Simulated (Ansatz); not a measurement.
`BC(F)CC`, relaxed with RKS PBE-D4/def2-SVP in Ansatz 0.2.0 from a rough embedded geometry. The force threshold is 0.03 eV/Å; the program also tests the step.

The species carries charge 0 and has multiplicity 1.

Start:

```xyz
13

B     0.739   -0.460    1.580
C     0.545    0.685    0.569
F     0.372    1.826    1.286
C    -0.688    0.556   -0.400
C    -0.420   -0.616   -1.423
H     1.578   -0.488    2.402
H    -0.063   -1.387    1.624
H     1.448    0.807   -0.036
H    -1.575    0.291    0.251
H    -0.827    1.458   -0.902
H     0.497   -0.382   -1.988
H    -0.297   -1.569   -0.898
H    -1.309   -0.724   -2.066
```

| step | energy (eV) | largest force (eV/Å) | largest move (Å) |
| --- | --- | --- | --- |
| 1 | -6620.0681 | 4.182 | 0.000 |
| 2 | -6620.3599 | 1.186 | 0.086 |
| 3 | -6620.4131 | 0.466 | 0.144 |
| 4 | -6620.4548 | 0.224 | 0.200 |
| 5 | -6620.4821 | 0.508 | 0.198 |
| 6 | -6620.5020 | 0.763 | 0.191 |
| 7 | -6620.5464 | 0.227 | 0.200 |
| 8 | -6620.5555 | 0.261 | 0.064 |
| 9 | -6620.5585 | 0.061 | 0.017 |
| 10 | -6620.5589 | 0.021 | 0.016 |
| 11 (rejected) | -6620.5586 | 0.125 | 0.043 |
| 12 | -6620.5593 | 0.020 | 0.022 |
| 13 | -6620.5596 | 0.039 | 0.038 |
| 14 | -6620.5597 | 0.027 | 0.006 |

End:

```xyz
13

B     0.780   -0.496    1.606
C     0.517    0.671    0.606
F     0.443    1.927    1.224
C    -0.657    0.548   -0.384
C    -0.542   -0.616   -1.367
H     1.024   -0.276    2.775
H     0.819   -1.637    1.187
H     1.467    0.653   -0.008
H    -1.604    0.478    0.193
H    -0.706    1.512   -0.934
H     0.397   -0.558   -1.957
H    -0.551   -1.599   -0.855
H    -1.386   -0.606   -2.086
```

It took 17 s on 4 threads of an Arm Neoverse V1 on a shared host, with 0.15 GiB of host memory at the peak.
